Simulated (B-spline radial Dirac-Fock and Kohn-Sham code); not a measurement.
## X-ray form factors of gallium in several charge states

The computed values come from a radial finite-basis atomic code: Dirac-Fock orbitals of the configuration average with a finite nucleus.

Configurations: Ga²¹⁺ [He] 2s2 2p6; Ga²³⁺ [He] 2s2 2p4; Ga²⁷⁺ [He] 2s2; Ga²⁸⁺ [He] 2s1. The first column is f₀ of Ga²¹⁺, the others are differences from it.

```
s (Å⁻¹)   Ga²¹⁺  Δ Ga²³⁺  Δ Ga²⁷⁺  Δ Ga²⁸⁺
      0  10.000   -2.000   -6.000   -7.000
   0.05   9.993   -1.998   -5.995   -6.994
    0.1   9.973   -1.993   -5.980   -6.977
   0.15   9.939   -1.984   -5.956   -6.948
    0.2   9.893   -1.971   -5.922   -6.908
   0.25   9.833   -1.955   -5.879   -6.857
    0.3   9.761   -1.935   -5.826   -6.795
   0.35   9.676   -1.912   -5.765   -6.723
    0.4   9.580   -1.886   -5.695   -6.640
   0.45   9.473   -1.857   -5.617   -6.548
    0.5   9.355   -1.825   -5.531   -6.447
    0.6   9.089   -1.754   -5.339   -6.220
    0.7   8.788   -1.674   -5.121   -5.963
    0.8   8.458   -1.587   -4.883   -5.682
    0.9   8.104   -1.495   -4.629   -5.381
      1   7.733   -1.399   -4.363   -5.066
    1.1   7.351   -1.301   -4.090   -4.742
    1.2   6.963   -1.203   -3.813   -4.414
    1.4   6.188   -1.012   -3.264   -3.763
    1.6   5.445   -0.833   -2.740   -3.142
```
